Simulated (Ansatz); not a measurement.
A run for Ansatz (an electronic-structure program): R-CCSD(T)/def2-TZVPP on MgH+, 2S+1 = 1, a spin state set in the input, which need not be the lowest, a point of a bond scan (R = 1.666 Å). Charge +1.

Ansatz 0.2 input:
```yaml
crystal:
  periodic: [false, false, false]
  atoms:
    - {symbol: H, position_ang: [0.00000000, 0.00000000, 0.00000000]}
    - {symbol: Mg, position_ang: [0.00000000, 0.00000000, 1.66603600]}
basis:
  gaussian:
    orbitals: def2-TZVPP
    pivot_positions_ang: [[0.00000000, 0.00000000, 0.00000000], [0.00000000, 0.00000000, 1.66603600]]
total_charge: 1
magnetization: {spin_polarized: false}
correlation: {method: ccsd_t, electrons: valence}
output: {orbitals: {seedname: ./end}}
```

The head of its log:

```
WARN ansatz: RAYON_NUM_THREADS=1 ignored (pool sized by the plan → 1); use --threads N
Functional definition: HF
integrals: 0.01 GiB planned
381 factors; integrals over basis functions are off by at most 3.1e-4 eV
mean field: 0.06 GiB planned
mean field evaluation 1: about -5439.3451 eV, gradient 1.0e1 eV
mean field evaluation 2: about -5439.3451 eV, gradient 1.0e1 eV
mean field evaluation 4: about -5439.5380 eV, gradient 3.7e-1 eV
mean field evaluation 8: about -5439.5386 eV, gradient 1.7e-6 eV
mean field -5439.53862013 eV, -199.8993572382 hartree, gradient 2.2e-6 eV, S^2 0.000000; 0 other end points of the search recorded, 0 dependent functions left out
1 core orbitals not correlated
reference -5439.53862013 eV, -199.8993572382 hartree; 5, 5 occupied and 40, 40 virtual orbitals, 381 factors
```

What total energy does the run end on?

-200.1047 hartree (reference determinant -199.8994, T1 diagnostic 0.014).
